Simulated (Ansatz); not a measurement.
Which method gave which barrier?

Saddle point of GaNH6O2, closed shell (GaH₃O₂ ([OH][GaH][OH]) + NH₃ → GaNH₄O₂ ([NH2][Ga]([OH])[OH]) + H₂; bonds formed: H2–H5; dative contacts that become bonds: Ga1–N6; bonds broken: Ga1–H2, H5–N6), PBE0-D4/def2-TZVP structure:

```
10
angstrom
Ga 0.5027 0.3040 -0.2659
H 0.4138 -1.5964 -0.2506
O 0.4100 0.9335 -1.9305
O 1.8513 0.8890 0.7415
H -0.4195 -1.2765 0.2044
N -1.1757 -0.1790 0.6311
H -0.2193 0.4772 -2.4906
H 1.9624 0.4147 1.5665
H -2.0540 0.0293 0.1714
H -1.2717 0.0042 1.6227
```

Ansatz 0.2.0; basis: def2-TZVPP, with def2-QZVPP for the basis limit; cores frozen in the correlated methods. Filled d shells of the heavier atoms are correlated. The def2 sets are not built for correlating such inner shells, so the correlated values are less sure here. Extrapolation: Hartree–Fock as exp(−7.88 √X), correlation as X^−2.97. Four methods, as single points on the PBE0-D4 structures, gave these electronic barriers from the start structure: 1.710, 1.946, 2.194, 2.483 eV.

(1) The methods were, in alphabetical order, BHLYP-D4, HF, PBE0-D4, SPW92. Which gave which? (Judge from chemistry; the calculation decides.)

The T1 diagnostic stays at or below 0.014.

## Answers

(1) The calculation gives: SPW92 1.710; PBE0-D4 1.946; BHLYP-D4 2.194; HF 2.483 eV. For comparison, CCSD(T) at an estimated basis limit (MP2 extrapolated from triple and quadruple zeta, plus CCSD(T) − MP2 in triple zeta) gives 2.096 eV.

The step is the kind of exchange with an N–H group that builds nitride films in atomic layer and chemical vapour deposition.

Labels in which every atom is bracketed show which atoms are joined, not bond orders.

For scale, one of the runs: CCSD(T)/def2-TZVPP, 225 basis functions, launched by `ansatz run in.yaml --threads 4 --pin off --events-out ev --progress --plain --max-ram 9574MiB`. Hardware: 4 CPU threads of an AMD EPYC 9R45, shared host. Wall time 49 s; peak host memory 3.9 GiB.
